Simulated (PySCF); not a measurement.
How the method changes the constants of ZnSe

State: ¹Σ⁺ (singlet), closed shell. Set-up: Zn pcseg-1, Se pcseg-1; no relativity (PySCF 2.14). De refers to Zn + Se in their high-spin ground configurations, without counterpoise correction. A positive dipole means Zn(−)Se(+).

```tsv
Level	Re (Å)	ωe (cm⁻¹)	De (eV)	μ (D)	CPU s a point (SCF and correlation, without the integrals)
RHF	2.226	300	-0.413	-7.29	0.11
RHF-MP2	2.173	357	1.02	n/a	0.2
RHF-SCS-MP2	2.190	341	0.83	n/a	n/a
RHF-CCSD	2.205	324	0.67	n/a	n/a
RHF-CCSD(T)	2.201	330	0.79	n/a	4.6
PBE	2.195	326	1.20	-5.17	0.9
r²SCAN	2.166	347	1.24	-5.63	1.2
TPSSh	2.180	334	1.22	-5.69	1.4
r²SCANh	2.166	347	1.16	-5.81	1.3
PBE0	2.184	333	1.06	-5.81	1.7
r²SCAN0	2.165	347	1.04	-6.08	1.4
```

The bond length runs from 2.165 Å (r²SCAN0) to 2.226 Å (RHF). De spans -0.41 eV (RHF, mean field) to 1.24 eV (r²SCAN, meta-GGA). Correlation at CCSD(T) changes the Hartree–Fock bond energy by +1.20 eV; the triples alone change it by +0.12 eV.

Correlated steps freeze 14 core orbitals. Correlated levels converge slowly with the basis: in double zeta they bind strong bonds too weakly, by up to about 1 eV, and carry superposition errors of some tenths. Where the molecule has an RHF reference, its open-shell atoms are computed with UHF. A negative De means that the minimum lies above the separated atoms at that level.

The whole job (state search and all levels along the bond) took about 3.1 min on 1 thread of Arm Neoverse V1 (shared host), peak memory 0.77 GiB.
